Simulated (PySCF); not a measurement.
## Two-photon absorption: SMILES C1C(C#CC)=CC[Se]1, C$_{7}$H$_{8}$Se

Geometry:
```tsv
atom	x (Å)	y (Å)	z (Å)
C1	3.518	0.109	0.032
C2	2.077	0.053	0.098
C3	0.875	0.029	0.159
C4	-0.532	-0.056	0.222
C5	-1.344	0.976	0.439
C6	-2.814	0.754	0.481
Se7	-3.090	-1.182	0.165
C8	-1.134	-1.418	0.027
H9	3.912	-0.827	-0.364
H10	3.930	0.273	1.028
H11	3.832	0.927	-0.617
H12	-0.980	1.981	0.589
H13	-3.242	1.021	1.451
H14	-3.335	1.319	-0.296
H15	-0.884	-1.830	-0.954
H16	-0.798	-2.120	0.795
```

Computed with TDDFT CAM-B3LYP/def2-SVPD excited states, vertical, gas phase in PySCF 2.14.0. Geometry: GFN2-xTB.

The calculation is non-relativistic, which matters for the atoms heavier than Zn.

(1) How strongly do the lowest singlets absorb one photon, and two photons of half the energy?

## Answers

(1) δ for parallel linear polarisation; σ at the peak of a Lorentzian of half width 0.1 eV, single beam; Ω is circular over linear.
| state | E (eV) | f | photon λ (nm) | δ (au) | σ (GM) | Ω | main |
| --- | --- | --- | --- | --- | --- | --- | --- |
| S1 | 4.33 | 0.000 | 573 | 2.23 | 0.01 | 1.50 | HOMO→LUMO+1 0.83 |
| S2 | 5.08 | 0.023 | 488 | 11 | 0.10 | 1.48 | HOMO→LUMO 0.97 |
| S3 | 5.54 | 0.002 | 447 | 7.46 | 0.08 | 1.50 | HOMO−2→LUMO 0.82, HOMO→LUMO+3 0.09 |
| S4 | 5.56 | 0.024 | 446 | 69.5 | 0.79 | 1.50 | HOMO→LUMO+3 0.78, HOMO−2→LUMO 0.09 |
| S5 | 5.60 | 0.243 | 443 | 34.9 | 0.40 | 0.67 | HOMO−1→LUMO 0.83 |

Among these, the strongest one-photon state is S5, the strongest two-photon state S4, with a dipole change of 5.6 D (relaxed, norm of the difference vector).
